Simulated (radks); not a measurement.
Radial electron density D(r) = 4 pi r^2 rho(r) of an atom or ion with 25 electrons. Method: non-relativistic Kohn-Sham, PBEsol, spin-polarised, spherical densities, point nucleus; computed with a radial shooting solver on a logarithmic mesh with Libxc functionals.

| r (bohr) | D(r) (e/bohr) | spin D(r) |
|---|---|---|
| 0.00303 | 1.307 | -0.0000681 |
| 0.003417 | 1.628 | -0.0000848 |
| 0.003852 | 2.021 | -0.000105 |
| 0.004378 | 2.538 | -0.000132 |
| 0.004936 | 3.131 | -0.000163 |
| 0.005566 | 3.847 | -0.000200 |
| 0.006275 | 4.707 | -0.000245 |
| 0.007075 | 5.731 | -0.000298 |
| 0.008042 | 7.027 | -0.000365 |
| 0.009067 | 8.453 | -0.000439 |
| 0.01022 | 10.10 | -0.000524 |
| 0.01153 | 11.97 | -0.000620 |
| 0.0131 | 14.21 | -0.000736 |
| 0.01477 | 16.51 | -0.000855 |
| 0.01665 | 18.98 | -0.000982 |
| 0.01878 | 21.54 | -0.00111 |
| 0.02117 | 24.10 | -0.00125 |
| 0.02406 | 26.71 | -0.00138 |
| 0.02713 | 28.89 | -0.00150 |
| 0.03059 | 30.65 | -0.00160 |
| 0.03449 | 31.85 | -0.00168 |
| 0.0392 | 32.39 | -0.00173 |
| 0.0442 | 32.15 | -0.00173 |
| 0.04983 | 31.23 | -0.00165 |
| 0.05618 | 29.80 | -0.00142 |
| 0.06335 | 28.13 | -0.000890 |
| 0.072 | 26.51 | 0.000351 |
| 0.08118 | 25.58 | 0.00276 |
| 0.09153 | 25.58 | 0.00741 |
| 0.1032 | 26.67 | 0.0160 |
| 0.1173 | 28.94 | 0.0325 |
| 0.1322 | 31.68 | 0.0591 |
| 0.1491 | 34.33 | 0.102 |
| 0.1681 | 36.10 | 0.169 |
| 0.1895 | 36.27 | 0.267 |
| 0.2154 | 34.30 | 0.419 |
| 0.2429 | 30.57 | 0.612 |
| 0.2739 | 25.72 | 0.862 |
| 0.3088 | 20.82 | 1.17 |
| 0.3509 | 16.75 | 1.54 |
| 0.3957 | 14.78 | 1.93 |
| 0.4461 | 14.70 | 2.30 |
| 0.503 | 15.93 | 2.63 |
| 0.5672 | 17.51 | 2.86 |
| 0.6446 | 18.49 | 2.97 |
| 0.7268 | 18.12 | 2.91 |
| 0.8195 | 16.43 | 2.72 |
| 0.9239 | 13.78 | 2.42 |
| 1.05 | 10.54 | 2.02 |
| 1.184 | 7.641 | 1.63 |
| 1.335 | 5.218 | 1.25 |
| 1.505 | 3.382 | 0.905 |
| 1.697 | 2.096 | 0.618 |
| 1.929 | 1.202 | 0.381 |
| 2.175 | 0.6818 | 0.223 |
| 2.452 | 0.3667 | 0.119 |
| 2.765 | 0.1843 | 0.0577 |
| 3.142 | 0.08036 | 0.0232 |
| 3.543 | 0.03295 | 0.00852 |
| 3.994 | 0.01182 | 0.00261 |

What is the nuclear charge?

Answer. Z = 27. The innermost maximum, from 1s, lies near 1/Z = 0.037 bohr (found: 0.0398), and its height grows with Z. The density is that of the cobalt ion Co2+ in [Ar] 3d7; the configuration itself is not fixed sharply by these data, and Z only to about a unit. D(r) has 3 maxima, at r = 0.0398, 0.181, 0.666 bohr, and minima at 0.0865, 0.422 bohr, inside which lie 2.12, 10.76 electrons.
